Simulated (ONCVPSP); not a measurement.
gold (Au), ONCV: configuration errors across variants

```
Element                 : gold (Au)
Generator               : ONCVPSP 4.0.1
Type                    : optimised norm-conserving Vanderbilt (ONCV)
Functional              : LDA (Perdew-Zunger)
Relativity              : scalar-relativistic
Frozen core             : [Kr] 4d10 4f14
Valence charge          : 19
Reference configuration : 5s2 5p6 5d10 6s1
Partial waves           : 5s+6s: rc 1.55 bohr, ncon 4, nbas 8, qcut 8.8 1/bohr, 2 projectors; 5p: rc 1.20 bohr, ncon 4, nbas 8, qcut 7.5 1/bohr, 1 projector; 5d: rc 1.75 bohr, ncon 5, nbas 9, qcut 10.8 1/bohr, 1 projector
Local potential         : polynomial inside 0.90 bohr (lpopt 5, dvloc0 -1 Ha)
Core correction         : Teter function, fcfact 5, rcfact 1.45
```

All-electron excitation energies from the reference (eV): (1) 5s2 5p6 5d10 6s0 9.774; (2) 5s2 5p6 5d9 6s0 31.275; (3) 5s2 5p6 5d8 6s0 65.442; (4) 5s2 5p6 5d9 6s1 6p1 7.519.

1 further variants failed, have other tests or too few solved ones, and are left out.

A true bound ghost makes a file unfit for plane-wave use even where its test errors are small: the radial tests pick states by their node count and pass the ghost by.

Errors AE − PS in meV (a dash: test not solved or not reliable):

| change | (1) | (2) | (3) | (4) | bound ghosts | GHOST(+) flags above zero |
| --- | --- | --- | --- | --- | --- | --- |
| base | -4.9 | -4.5 | -3.8 | +280 | s | p |
| local potential polynomial inside 0.90 bohr (lpopt 5, dvloc0 3 Ha) | -5.2 | -5.3 | -6.1 | +151 | none | s |
| core correction Teter function, fcfact 2.8, rcfact 1.45 | -4.5 | -4.2 | -2.0 | +280 | s | p |
| d: qcut 6.2 | -4.8 | -4.9 | -5.1 | +280 | s | p |
| d: ncon 3, nbas 7 | -4.9 | -4.4 | -3.2 | +280 | s | p |
| local potential polynomial inside 1.00 bohr (lpopt 5, dvloc0 3 Ha) | -5.0 | -5.3 | -7.3 | +94 | none | s |
| p: rc 1.46 | -4.8 | -4.3 | -2.4 | – | s | p |
| core correction none | -3.7 | -3.8 | +0.5 | +283 | s | p |
| d: nbas 10 | -4.9 | -4.4 | -3.5 | +280 | s | p |
| s: qcut 7.6; p: qcut 6.5; d: qcut 9.3 | -5.3 | -4.3 | -2.1 | +354 | s | p |

Give the same row for: d: qcut 10.7.

-4.9, -4.5, -3.7, +280; bound ghosts: s; GHOST(+) flags above zero: p.
